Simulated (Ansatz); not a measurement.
# H2O ··· H2Te

The pair of H2O (SMILES O, atoms 1–3) and H2Te (SMILES [TeH2], atoms 4–6), both closed shells, in one local arrangement (a lower one may exist), relaxed at PBE0-D4/def2-TZVP:

```xyz
6
angstrom
O -0.0278 0.5048 -1.5421
H 0.7818 0.1880 -1.9495
H -0.7321 -0.0191 -1.9311
Te -0.1639 0.2904 2.3655
H -0.0559 0.3619 0.7104
H 0.1978 -1.3259 2.3466
```

Program: Ansatz 0.2.0. Basis: def2-TZVPPD, with def2-QZVPPD for the basis limit. Cores are frozen in the correlated methods. Filled d shells of the heavier atoms are correlated. Core potentials replace the inner electrons of the atoms past krypton. The def2 sets are not built for correlating such inner shells, so the correlated values are less sure here. B3LYP uses VWN-RPA correlation. Extrapolation: Hartree–Fock as exp(−7.88 √X), correlation as X^−2.97. Interaction energies count from these two fragments, frozen as in the pair, with the counterpoise correction; negative means bound.

Problem. What is the interaction energy by CCSD(T) at an estimated basis limit (MP2 extrapolated from triple and quadruple zeta, plus CCSD(T) − MP2 in triple zeta)? (To be estimated.)

Solution. By the calculation: -1.40 kcal/mol. Hartree–Fock alone gives 0.44 kcal/mol at the basis limit, so without correlation the pair would not bind at this distance. It counts from the two fragments frozen as in the pair.

The same quantity by other methods in triple zeta, and each one's difference from that estimate:
```csv
method,E_int (kcal/mol),difference
PBE-D4,-1.94,-0.54
revPBE-D4,-1.28,0.12
BLYP-D4,-1.29,0.12
r2SCAN-D4,-1.51,-0.11
B97M-V,-1.26,0.14
PBE0-D4,-1.73,-0.33
B3LYP-D4,-1.39,0.01
HSE06-D4,-1.75,-0.35
wB97X-V,-1.31,0.10
wB97M-V,-1.29,0.11
B2PLYP,-0.92,0.48
HF,0.42,1.82
MP2,-1.33,0.07
CCSD,-0.81,0.59
CCSD(T),-1.07,0.33
```
Differences are method less estimate.

Problem. Which atoms make the shortest contact between the fragments?

Solution. O1 and H5, 2.26 Å apart.

Basis-set superposition shift (counterpoise-corrected less uncorrected): CCSD(T) 0.62; MP2 0.61; HF 0.02; PBE0-D4 0.03; wB97M-V 0.03 kcal/mol.

T1 diagnostic: at most 0.011.

For scale, one of the runs: CCSD(T)/def2-TZVPPD, 167 basis functions, launched by `ansatz run in.yaml --threads 2 --pin off --events-out ev --progress --plain --max-ram 5222MiB`. The run took 52 s on 2 CPU threads of an Intel Xeon Platinum 8488C (shared host), with 1.6 GiB of host memory at its peak.
